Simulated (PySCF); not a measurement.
**Fractional electron number in Ni⁻ (nickel, charge -1)**

The 3d beta orbital of [Ar] 3d9 4s2 is emptied in steps (occupation f), with all orbitals relaxed, ending at [Ar] 3d8 4s2. Computed with PySCF 2.14 in aug-cc-pVTZ (8s7p5d3f2g, 93 functions), with the non-relativistic Hamiltonian (point nucleus). The exact energy is a straight line in f; departures are measured from the line between the end points of the same method.

```tsv
f	r2SCAN (eV)
1	0.000
0.8	-0.613
0.6	-0.956
0.4	-0.989
0.2	-0.678
0	0.000
```

```csv
method,E(f=0) − E(f=1) (eV),−ε at f=1 (eV),−ε at f=0.4 (eV)
r2SCAN,1.302,-2.348,1.966
```

Orbital energy along the path (eV):

| f | r2SCAN |
| --- | --- |
| 1 | 2.348 |
| 0.8 | 1.129 |
| 0.6 | -0.331 |
| 0.4 | -1.966 |
| 0.2 | -3.752 |
| 0 | -5.653 |

At f = 1 the orbital energy is positive for r2SCAN: only the finite basis holds the electron.

Reference removal energy between the ground levels: 1.157 eV (measured; photodetachment measurements, as compiled on the Wikipedia data page of electron affinities). The calculation has no spin-orbit coupling. The determinant left behind need not be the lowest term of the ion.
